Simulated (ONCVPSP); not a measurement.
# Reading a pseudo-wave (Be (Z = 4))

Columns: radius, all-electron u(r) and pseudo u(r) of the 2s shell (level -9.50 eV) of beryllium in the configuration [He] 2s1.5; PBE, scalar-relativistic, ONCV scheme, ONCVPSP 4.0.1.

```json
{"r (bohr)": "0.100", "all-electron": "-0.2114", "pseudo": "0.0296"}
{"r (bohr)": "0.200", "all-electron": "-0.2718", "pseudo": "0.0594"}
{"r (bohr)": "0.300", "all-electron": "-0.2482", "pseudo": "0.0905"}
{"r (bohr)": "0.400", "all-electron": "-0.1798", "pseudo": "0.1239"}
{"r (bohr)": "0.500", "all-electron": "-0.0896", "pseudo": "0.1607"}
{"r (bohr)": "0.600", "all-electron": "0.0085", "pseudo": "0.2014"}
{"r (bohr)": "0.700", "all-electron": "0.1064", "pseudo": "0.2453"}
{"r (bohr)": "0.800", "all-electron": "0.1993", "pseudo": "0.2912"}
{"r (bohr)": "0.900", "all-electron": "0.2843", "pseudo": "0.3380"}
{"r (bohr)": "1.000", "all-electron": "0.3600", "pseudo": "0.3852"}
{"r (bohr)": "1.100", "all-electron": "0.4263", "pseudo": "0.4327"}
{"r (bohr)": "1.200", "all-electron": "0.4837", "pseudo": "0.4799"}
{"r (bohr)": "1.300", "all-electron": "0.5327", "pseudo": "0.5255"}
{"r (bohr)": "1.400", "all-electron": "0.5732", "pseudo": "0.5670"}
{"r (bohr)": "1.500", "all-electron": "0.6056", "pseudo": "0.6021"}
{"r (bohr)": "1.600", "all-electron": "0.6304", "pseudo": "0.6291"}
{"r (bohr)": "1.700", "all-electron": "0.6482", "pseudo": "0.6480"}
{"r (bohr)": "1.800", "all-electron": "0.6596", "pseudo": "0.6596"}
{"r (bohr)": "1.900", "all-electron": "0.6653", "pseudo": "0.6653"}
{"r (bohr)": "2.000", "all-electron": "0.6660", "pseudo": "0.6660"}
{"r (bohr)": "2.100", "all-electron": "0.6622", "pseudo": "0.6622"}
{"r (bohr)": "2.200", "all-electron": "0.6546", "pseudo": "0.6546"}
{"r (bohr)": "2.300", "all-electron": "0.6437", "pseudo": "0.6437"}
{"r (bohr)": "2.400", "all-electron": "0.6301", "pseudo": "0.6301"}
{"r (bohr)": "2.500", "all-electron": "0.6142", "pseudo": "0.6142"}
{"r (bohr)": "2.600", "all-electron": "0.5966", "pseudo": "0.5965"}
```

(1) How many radial nodes do the two functions have?

(2) At about which radius was the pseudo-wave matched?

(3) Is the pseudo-wave norm-conserving?

## Answers

(1) The all-electron 2s function has n − l − 1 = 1; the pseudo-wave has 0, since the states of the same l below it are removed with the core.

(2) 1.85 bohr. The columns agree to 0.0005 from 1.70 bohr on; several derivatives are matched, so the curves merge somewhat inside the radius.

(3) Yes: the ONCV scheme keeps the norm inside the radius equal to the all-electron one, which fixes the energy derivative of the logarithmic derivative at the level.
